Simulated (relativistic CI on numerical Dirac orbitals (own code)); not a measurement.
## What each ingredient does to the levels of Pb XXXVII

Base calculation: Dirac-Coulomb-Breit CI, orbitals from a KLI potential per configuration, a model potential for QED, unscaled Slater integrals.

Configuration list (outside the closed core [Ar] 3d10): 4s2 4p6 4d10, 4s2 4p6 4d9 4f, 4s2 4p5 4d10 4f, 4s 4p6 4d10 4f, 4s2 4p6 4d9 5s, 4s2 4p6 4d9 5p, 4s2 4p6 4d9 5d, 4s2 4p5 4d10 5s, 4p6 4d10 4f2, 4p6 4d9 4f3, 4p5 4d10 4f3, 4p6 4d9 4f2 5s, 4p6 4d9 4f2 5p, 4p6 4d9 4f2 5d. Double excitations out of closed p, d and f shells are left out; levels of such configurations are missing from the list, as are those of other unlisted configurations, and high levels can miss mixing partners. These lack a partner that the ground configuration has and come out too high: 4s2 4p5 4d10 5s.

Variants: (1) valence Slater integrals scaled by 0.9; (2) QED terms removed; (3) non-relativistic limit. Shifts of the energy above 4s2 4p6 4d10 1S_0, in eV, for the lowest level and the first level of each name with at least 55 % of one term (blank where a level changes its place among those of its configuration and J or its character, or is not in the variant):

| Level | Base | Δ(1) | Δ(2) | Δ(3) |
| --- | --- | --- | --- | --- |
| 4s2 4p6 4d10 1S_0 | 0.000 | 0.000 | 0.000 | 0.000 |
| 4s2 4p6 4d9 4f 3P°_0 | 229.479 | +1.198 | +0.053 | -1.165 |
| 4s2 4p6 4d9 4f 3P°_1 | 232.628 | +0.988 | +0.049 | -4.313 |
| 4s2 4p6 4d9 4f 3H°_5 | 237.766 | +0.359 | +0.053 | -3.130 |
| 4s2 4p6 4d9 4f 3F°_3 | 241.599 | +0.028 | +0.051 |  |
| 4s2 4p6 4d9 4f 3H°_6 | 243.065 | +0.536 | +0.026 | -8.429 |
| 4s2 4p6 4d9 4f 3F°_4 | 248.834 | -0.008 | +0.026 | -9.734 |
| 4s2 4p6 4d9 4f 3G°_5 | 250.927 | -0.230 | +0.025 |  |
| 4s2 4p6 4d9 4f 3D°_1 | 255.188 | +0.105 | +0.012 | -16.162 |
| 4s2 4p6 4d9 4f 3H°_4 | 265.763 | +0.371 | -0.016 |  |
| 4s2 4p6 4d9 4f 3G°_3 | 273.947 | -0.372 | -0.018 | -30.723 |
| 4s2 4p6 4d9 4f 1P°_1 | 314.877 | -5.363 | +0.001 | -19.923 |
| 4s2 4p5 4d10 4f 3D_1 | 478.064 | +0.723 | +0.316 | -38.871 |
| 4s2 4p5 4d10 4f 3D_2 | 482.870 | +0.371 | +0.311 | -43.677 |
| 4s2 4p5 4d10 4f 3G_4 | 483.621 | +0.161 | +0.316 | -41.410 |
| 4s2 4p5 4d10 4f 3G_5 | 488.555 | +0.383 | +0.288 | -46.344 |
| 4s2 4p5 4d10 4f 3F_4 | 496.225 | -0.376 | +0.288 |  |
| 4s2 4p5 4d10 4f 1D_2 | 499.342 | -0.787 | +0.293 |  |
| 4s2 4p6 4d9 5s 3D_3 | 520.664 | +0.067 | -0.763 | +87.178 |
| 4s2 4p6 4d9 5s 1D_2 | 521.910 | -0.056 | -0.763 |  |
| 4s2 4p6 4d9 5s 3D_1 | 549.824 | +0.057 | -0.833 | +58.017 |
| 4s2 4p6 4d9 5s 3D_2 | 550.668 | -0.035 | -0.833 |  |

At this charge energies of transitions that change n are usually good to better than 1 %, and those within a shell (Δn = 0) to a few per cent.

Ionisation energy from the two ground configurations alone: base 1703.56 eV. The NIST ASD value (theoretical) is 1704 eV.

LS names give the leading component of a level, which can be under half, so a name can repeat, a term be missing and a line seem to break the LS rules.
